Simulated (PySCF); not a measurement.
In(F)2(NCO) (CF2InNO), SMILES O=C=[N][In]([F])[F].

Geometry: r2SCAN-D4/def2-SVP. The structure was generated by enumeration; whether it is a known compound was not checked. The def2 effective core potentials stand for the cores of In; spin–orbit coupling is left out. One conformer was computed; it need not be the lowest.

Two levels are set side by side: PBE/def2-TZVP (PySCF) and B3LYP/def2-TZVP (PySCF). Same geometry, gas phase. Differences are taken from unrounded values.

```
quantity                     B3LYP
---------------------------  -----
orbital gap (eV)              5.34
highest occupied level (eV)  -8.99
lowest empty level (eV)      -3.65
dipole moment (D)             0.39
mean polarisability (bohr³)   49.3
```

Problem. What does PBE give, and how far is it from B3LYP? (An estimate is asked for; the answer gives what the named calculation found.)

Solution. 
```
quantity                       PBE  PBE minus B3LYP
---------------------------  -----  ---------------
orbital gap (eV)              3.62            -1.72
highest occupied level (eV)  -7.81             1.18
lowest empty level (eV)      -4.19            -0.54
dipole moment (D)             0.35            -0.03
mean polarisability (bohr³)   52.3              3.0
```

PBE's occupied levels lie high since its potential decays too fast outside the molecule; exact exchange lowers them and widens the gap. PBE's more diffuse valence density responds more strongly to a field. Differences between two approximate levels are no errors against the true value.

Rough cost on one machine, each run with all the roots and properties that it gave: B3LYP against PBE within a factor of 2.
